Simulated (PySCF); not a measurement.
As⁺: ionisation energy

As⁺ [Ar] 3d10 4s2 4p2 (3P) → As²⁺ [Ar] 3d10 4s2 4p1 (2P), as a difference of total energies. All numbers are calculated (PySCF 2.14, a scalar-relativistic core potential, in aug-cc-pVQZ-PP with one added diffuse shell each of s, p, d, f, g type with ECP10MDF (8s7p6d4f3g, 114 functions)). Correlated levels: valence: 3s2 3p6 3d10 frozen. The calculations carry no spin-orbit coupling.

```csv
method,ionisation energy (eV),difference from reference (eV)
UHF,17.980,-0.609
LDA,18.582,-0.007
PBE,18.433,-0.156
PBE0,18.505,-0.084
r2SCAN,18.689,+0.100
BLYP,18.257,-0.332
M06,18.276,-0.313
PBEsol,18.450,-0.139
MP2 (valence),18.391,-0.198
SCS-MP2 (valence),18.315,-0.274
```

Reference: 18.589 eV (measured; NIST Atomic Spectra Database, ionization energies).

The reference lies between the lowest fine-structure levels, while these numbers refer to the centres of the terms.

Errors of the correlated levels include the incompleteness of this basis and the frozen core.
